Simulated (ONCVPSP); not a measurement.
# What one change does to a pseudopotential (F, ONCV)

fluorine, optimised norm-conserving Vanderbilt (ONCV), made with ONCVPSP 4.0.1 (PBEsol, scalar-relativistic). Core [He], reference 2s1.5 2p5.5. Waves: 2s: rc 0.55 bohr, ncon 5, nbas 10, qcut 11.2 1/bohr, 3 projectors, debl 2.5 Ha; 2p: rc 0.95 bohr, ncon 4, nbas 8, qcut 15.2 1/bohr, 3 projectors, debl 1.9 Ha; d scattering state at 0.29 Ha: rc 0.85 bohr, ncon 5, nbas 9, qcut 9.5 1/bohr, 2 projectors, debl 1.5 Ha. Local part: polynomial inside 0.50 bohr (lpopt 5, dvloc0 0 Ha). Core correction: Teter function, fcfact 5.5, rcfact 1.55.

Change: local potential polynomial inside 0.50 bohr (lpopt 5, dvloc0 4.5 Ha).

Cutoffs: the cutoffs (Ha) at which the residual kinetic energy of the hardest occupied pseudo-wave falls to 1 and 0.1 mHa per electron; they do not see the model core or the augmentation charge, which bear on the density cutoff. Errors are all-electron minus pseudo energies relative to the spin-unpolarised reference configuration.

Question: How do hardness, ghosts and transferability respond?

Answer: The potential gets neither clearly harder nor softer (739 Ha and 975 Ha → 739 Ha and 975 Ha); both files keep a bound ghost (s); of the 4 tests that both files solve, the error grows in 1 and shrinks in 2 by more than 15 % and 0.3 meV (median size 7.3 → 2.6 meV).

| quantity | base | changed |
| --- | --- | --- |
| cutoff, loose | 739 Ha | 739 Ha |
| cutoff, tight | 975 Ha | 975 Ha |
| bound ghosts | s | s |
| GHOST(+) flags under 300 eV | none | none |
| error for 2s2 2p5, meV [ΔE -9.34 eV] | -1.5 | +1.7 |
| error for 2s2 2p4, meV [ΔE 9.98 eV] | -9.0 | +3.1 |
| error for 2s2 2p3, meV [ΔE 48.25 eV] | -8.7 | +15 |
| error for 2s1 2p6, meV [ΔE 9.35 eV] | +5.8 | +2.0 |
| s: phases at 0.56 bohr within 0.05 rad from the reference energy up to (Ha; the scan ends near 5) | to the end of the scan | to the end of the scan |
| p: phases at 0.96 bohr within 0.05 rad from the reference energy up to (Ha; the scan ends near 5) | to the end of the scan | to the end of the scan |
| d: phases at 0.86 bohr within 0.05 rad from the reference energy up to (Ha; the scan ends near 5) | to the end of the scan | to the end of the scan |
| rms error of d²Exc/dni dnj with the model core, mHa | 0.72 | 0.72 |

 A true bound ghost makes a file unfit for plane-wave use even where its test errors are small: the radial tests pick states by their node count and pass the ghost by.
